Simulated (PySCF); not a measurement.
**State search for PbN**

Unrestricted PBE0; basis Pb def2-TZVPP with ECP60, N def2-TZVPP; scalar-relativistic core potentials; PySCF 2.14. Outer shells of the fragments: Pb 5d10 6s2 6p2; N 2s2 2p3.

Followed along the bond (rough minima from three points):

```
2Ms+1     unpaired  ⟨S²⟩ at the start  R at minimum (Å)  Te (eV)
    2          π ↑               0.98              2.07     0.00
    2          σ ↑               1.16              1.95     0.12
    4        π ↑↑↑               3.76  none in the scan   ≤ 0.92
    4    σ ↑, π ↑↑               3.78  none in the scan   ≤ 1.40
    6  σ ↑, π ↑↑↑↑               8.76  none in the scan   ≤ 2.85
```

Solutions found at the starting distance of 2.050 Å, counted from the lowest of them; the search is not exhaustive and high or unbound solutions are not listed, so other states can lie among these:

```json
{"2Ms+1": "2", "unpaired": "π ↑", "term": "²Π", "E (eV)": "0.00", "⟨S²⟩": "0.98", "⟨Lz²⟩": "1.00", "μ (D)": "-3.76"}
{"2Ms+1": "2", "unpaired": "σ ↑", "term": "mixed", "E (eV)": "0.23", "⟨S²⟩": "1.16", "⟨Lz²⟩": "0.00", "μ (D)": "-4.00"}
{"2Ms+1": "4", "unpaired": "π ↑↑↑", "term": "⁴Π", "E (eV)": "1.28", "⟨S²⟩": "3.76", "⟨Lz²⟩": "1.00", "μ (D)": "-1.68"}
{"2Ms+1": "4", "unpaired": "σ ↑, π ↑↑", "term": "mixed", "E (eV)": "1.47", "⟨S²⟩": "3.78", "⟨Lz²⟩": "2.01", "μ (D)": "-2.38"}
{"2Ms+1": "4", "unpaired": "σ ↑, π ↑↑", "term": "mixed", "E (eV)": "1.83", "⟨S²⟩": "3.76", "⟨Lz²⟩": "2.01", "μ (D)": "-2.55"}
{"2Ms+1": "2", "unpaired": "π ↑↑↓", "term": "mixed", "E (eV)": "1.84", "⟨S²⟩": "1.76", "⟨Lz²⟩": "3.01", "μ (D)": "-1.67"}
{"2Ms+1": "2", "unpaired": "σ ↓, π ↑↑", "term": "mixed", "E (eV)": "2.05", "⟨S²⟩": "1.76", "⟨Lz²⟩": "2.01", "μ (D)": "-2.52"}
{"2Ms+1": "2", "unpaired": "σ ↑, π ↑↓", "term": "mixed", "E (eV)": "2.10", "⟨S²⟩": "1.76", "⟨Lz²⟩": "2.03", "μ (D)": "-2.79"}
{"2Ms+1": "2", "unpaired": "σ ↓, π ↑↑", "term": "mixed", "E (eV)": "2.43", "⟨S²⟩": "1.76", "⟨Lz²⟩": "2.01", "μ (D)": "-2.73"}
{"2Ms+1": "6", "unpaired": "σ ↑, π ↑↑↑↑", "term": "⁶Σ⁺", "E (eV)": "3.52", "⟨S²⟩": "8.76", "⟨Lz²⟩": "0.00", "μ (D)": "1.17"}
{"2Ms+1": "4", "unpaired": "σ ↑, π ↑↑", "term": "⁴Σ⁻", "E (eV)": "4.15", "⟨S²⟩": "3.76", "⟨Lz²⟩": "0.00", "μ (D)": "-0.53"}
{"2Ms+1": "4", "unpaired": "σ ↑↑, π ↑", "term": "⁴Π", "E (eV)": "4.21", "⟨S²⟩": "3.80", "⟨Lz²⟩": "1.02", "μ (D)": "-0.71"}
{"2Ms+1": "2", "unpaired": "σ ↓, π ↑↑", "term": "mixed", "E (eV)": "4.51", "⟨S²⟩": "1.75", "⟨Lz²⟩": "0.00", "μ (D)": "-0.33"}
{"2Ms+1": "6", "unpaired": "σ ↑↑, π ↑↑↑", "term": "⁶Π", "E (eV)": "5.88", "⟨S²⟩": "8.76", "⟨Lz²⟩": "1.00", "μ (D)": "2.15"}
```

A term symbol is given only where ⟨S²⟩ and ⟨Lz²⟩ are close to those of a pure state; real π, δ and φ orbitals otherwise mix terms. A positive dipole means Pb(−)N(+).

Compare the gap between the two lowest followed solutions at the starting distance with the gap between their minima.

At PBE0 the second solution (Ms = 0.5 of mixed spin, unpaired electrons σ ↑) lies +0.23 eV from the first (doublet, unpaired electrons π ↑) at 2.050 Å and +0.12 eV at the minima; the two curves relax by different amounts, since their minima lie near 1.95 and 2.07 Å.

These are scalar-relativistic numbers at best; spin–orbit coupling would shift them, the dissociation energy most.
